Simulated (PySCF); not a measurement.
PySCF 2.14 output of an unrestricted BP86 calculation on a single atom or ion in x2c-QZVPPall with one added diffuse shell each of s, p, d, f type (8s5p4d3f1g, 73 functions), with the spin-free X2C one-electron Hamiltonian (Gaussian nucleus):

```
SCF conv_tol = 1e-09
number electrons alpha = 3  beta = 1
    A. D. Becke.,  Phys. Rev. A 38, 3098 (1988)
    J. P. Perdew.,  Phys. Rev. B 33, 8822 (1986)
cycle= 1 E= -23.9657501904724  delta_E= -0.00193  |g|= 0.00569  |ddm|= 0.0422
cycle= 2 E= -23.9657671924088  delta_E= -1.7e-05  |g|= 0.00129  |ddm|= 0.00655
cycle= 3 E= -23.96576818596  delta_E= -9.94e-07  |g|= 0.000168  |ddm|= 0.0012
cycle= 4 E= -23.9657681950928  delta_E= -9.13e-09  |g|= 6.76e-06  |ddm|= 0.000104
cycle= 5 E= -23.9657681951166  delta_E= -2.38e-11  |g|= 2.49e-07  |ddm|= 7.37e-06
converged SCF energy = -23.9657681951166  <S^2> = 2.0000271  2S+1 = 3.0000181
```

The run itself started from symmetry-adapted Hartree-Fock orbitals and held the occupation by maximum overlap, on a logarithmic radial grid, so the iterations belong to that start.

**Question.** Which element, charge and spin multiplicity is this?

**Answer.** B+ (boron, charge +1), multiplicity 3; the state was [He] 2p2, high-spin 3P determinant (an excited configuration).
